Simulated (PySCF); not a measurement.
Partial charges of `O=P(O)(O)c1cccc(F)c1`

Species: C₆H₆FO₃P.
Z-matrix (Å and degrees, GFN2-xTB geometry), rows numbered from 1:
```
O 
P   1  1.4656
O   2  1.6058  1  113.35
O   2  1.6056  1  113.44  3   116.80
C   2  1.8072  1  118.35  3  -121.59
C   5  1.3840  2  119.50  1     0.01
C   6  1.3851  5  119.79  2  -179.98
C   7  1.3846  6  120.10  5     0.04
C   8  1.3853  7  118.94  6     0.02
F   9  1.3473  8  118.86  7  -180.00
C   9  1.3814  8  122.01  7    -0.06
H   3  0.9570  2  109.39  1    -1.31
H   4  0.9571  2  109.37  1     0.45
H   6  1.0788  5  118.72  2     0.03
H   7  1.0793  6  120.16  5  -179.88
H   8  1.0787  7  121.53  6  -179.98
H  11  1.0779  5  120.54  2    -0.15
```

Density: PBE0/pcSseg-1 (PySCF); schemes: Mulliken, IAO, Hirshfeld and ESP-fitted. One conformer (not necessarily the lowest) at the GFN2-xTB geometry, without solvent, vibrations or thermal averaging. GFN2-xTB frequencies show an imaginary mode (95i cm⁻¹), so this geometry is no minimum at that level.

Q: What partial charge does each atom carry?

A: In e; atoms taken as equivalent share a row and are averaged (×n: the atom named and its like, n in all):

| atom | environment | Mulliken | IAO | Hirshfeld | ESP-fitted |
| --- | --- | --- | --- | --- | --- |
| O1 | phosphoryl oxygen | -0.605 | -0.915 | -0.403 | -0.642 |
| P2 | phosphoryl phosphorus | +1.343 | +1.861 | +0.515 | +0.961 |
| O3/O4 | hydroxyl oxygen | -0.490 | -0.763 | -0.243 | -0.608 |
| C5 | substituted aromatic carbon | -0.534 | -0.278 | -0.058 | -0.001 |
| C6 | aromatic CH carbon | +0.005 | -0.149 | -0.045 | -0.207 |
| C7 | aromatic CH carbon | -0.058 | -0.138 | -0.035 | -0.078 |
| C8 | aromatic CH carbon | -0.130 | -0.180 | -0.055 | -0.297 |
| C9 | aromatic C–F carbon | +0.330 | +0.299 | +0.095 | +0.435 |
| F10 | aryl fluorine | -0.281 | -0.267 | -0.083 | -0.215 |
| C11 | aromatic CH carbon | -0.035 | -0.173 | -0.059 | -0.402 |
| H12/H13 | hydroxyl hydrogen | +0.260 | +0.386 | +0.190 | +0.447 |
| H14 | aromatic hydrogen | +0.098 | +0.173 | +0.054 | +0.166 |
| H15 | aromatic hydrogen | +0.105 | +0.165 | +0.060 | +0.151 |
| H16 | aromatic hydrogen | +0.116 | +0.174 | +0.061 | +0.187 |
| H17 | aromatic hydrogen | +0.108 | +0.180 | +0.060 | +0.265 |

Mean size of the charges over all atoms: IAO 0.427 e, ESP-fitted 0.360 e, Mulliken 0.309 e, Hirshfeld 0.144 e. Each set sums to the total charge, 0, to within 0.001 e. The IAO scheme projects the occupied orbitals on a minimal set of polarised atomic orbitals and counts the electrons in each atom's part of it.

Lowest charge. All schemes agree: Mulliken O1 (-0.605); IAO O1 (-0.915); Hirshfeld O1 (-0.403); ESP-fitted O1 (-0.642).

Highest charge. All schemes agree: Mulliken P2 (+1.343); IAO P2 (+1.861); Hirshfeld P2 (+0.515); ESP-fitted P2 (+0.961).

Q: How closely do the schemes follow one another over all atoms?

A: Correlation coefficient and root-mean-square difference: IAO with Hirshfeld 0.98, 0.414 e; Mulliken with IAO 0.97, 0.200 e; Hirshfeld with ESP-fitted 0.95, 0.251 e; Mulliken with Hirshfeld 0.94, 0.265 e; IAO with ESP-fitted 0.93, 0.256 e; Mulliken with ESP-fitted 0.88, 0.215 e.

Q: How many electrons does the Hirshfeld scheme count on C5?

A: Z − q = 6 − (-0.058) = 6.058.

Q: Sum the charges by element, for elements with more than one atom.

A: 
```json
{"element": "O", "atoms": "3", "Mulliken": "-1.585", "IAO": "-2.440", "Hirshfeld": "-0.889", "ESP-fitted": "-1.859"}
{"element": "C", "atoms": "6", "Mulliken": "-0.422", "IAO": "-0.619", "Hirshfeld": "-0.157", "ESP-fitted": "-0.550"}
{"element": "H", "atoms": "6", "Mulliken": "+0.946", "IAO": "+1.465", "Hirshfeld": "+0.614", "ESP-fitted": "+1.663"}
```

These values come from a run that also computed NMR shieldings. Hardware: one thread of an Arm Neoverse V2, shared host with 192 logical CPUs at a one-minute load of 49. Cost: 38 s, 1.1 GiB resident at most.
